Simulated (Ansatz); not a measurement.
Bond stretch in GaB, lowest singlet found (which spin is the ground state isn't settled by this scan).

- RKS-PBE = restricted PBE/aug-cc-pVDZ (Ansatz, a quantum-chemistry and plane-wave program)
- RHF/aug-cc-pVDZ (Ansatz)
- RKS-CAM-B3LYP = restricted CAM-B3LYP/aug-cc-pVDZ (Ansatz)
- FCI = Ansatz with full CI/aug-cc-pVDZ, cores with 3d frozen

Energies relative to the lowest point of each curve between 2.34 and 3.02 Å, where full CI is lowest, in kJ/mol:

```
R / Å  RKS-PBE    RHF  RKS-CAM-B3LYP
-----  -------  -----  -------------
2.34       5.2    3.0            3.2
2.45       1.8    0.0            0.0
2.58       0.0    3.3            2.6
2.79       6.7   18.4           15.9
3.02      21.7   42.2           37.6
3.30      44.4   75.1           68.0
3.65      73.4  116.5          105.9
4.04     101.8  159.0          144.0
4.50     128.7  202.5          181.8
5.16     155.8  252.4          223.4
```

**Question.** Predict the corresponding FCI column.

**Answer.** 2.34: 2.7; 2.45: 0.0; 2.58: 1.0; 2.79: 9.2; 3.02: 23.0; 3.30: 41.1; 3.65: 61.1; 4.04: 77.3; 4.50: 88.8; 5.16: 96.0 (kJ/mol).

The scan ran from 1.49 to 6.98 Å; beyond the distances shown full CI changes its symmetry label. The restricted form behind RKS-PBE, RHF, RKS-CAM-B3LYP keeps the bonding electrons paired and can't separate into open-shell fragments.
